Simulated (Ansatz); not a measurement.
SiHCl₃, relaxed as a singlet with RKS r2SCAN-D4/def2-SVP in Ansatz, starting from the GFN2-xTB geometry. Force threshold 0.02 eV/Å.

Start:

```xyz
5

Si   -0.0826   -0.0699    0.0095
H    -1.1814   -1.0102    0.1209
Cl    1.4820   -0.9796   -0.8640
Cl    0.4416    0.5638    1.8437
Cl   -0.6597    1.4959   -1.1101
```

```tsv
step	energy (eV)	largest force component (eV/Å)	SCF passes
1	-45448.6843	0.870	22
2	-45448.7418	0.230	28
3	-45448.7436	0.056	28
4	-45448.7437	0.004	21
```

Force components are those of the run's own axes.

End:

Cartesian coordinates in Å:
```
Si -0.0898 -0.0769 0.0090
H -1.2074 -1.0321 0.1246
Cl 1.5130 -0.9946 -0.8789
Cl 0.4523 0.5770 1.8738
Cl -0.6681 1.5265 -1.1285
```

By distances, no bond broke or formed. The bond that changes most is Si1–Cl3, from 2.01 to 2.05 Å (atoms count from 1).

No frequencies were taken in this run, so the end may be a saddle point.

Hardware: 2 threads of Arm Neoverse V1 on a shared host. Wall time 12 s.
